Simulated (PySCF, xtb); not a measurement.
2-methoxybut-1-en-3-yne (C₅H₆O), SMILES C(C#C)(=C)OC.

GFN2-xTB (xtb 6.7.1) at its own geometry gives an orbital gap of 3.87 eV and a dipole moment of 1.67 D.

Coordinates come from a B3LYP-D3(BJ)/def2-SVP optimisation. The values are those of a single conformer.

Problem. What does PySCF with PBE/def2-TZVP give? (Estimate from the structure and the level; the computed values follow.)

Solution. gap 3.69 eV (levels -5.35 and -1.66 eV), dipole 1.48 D.
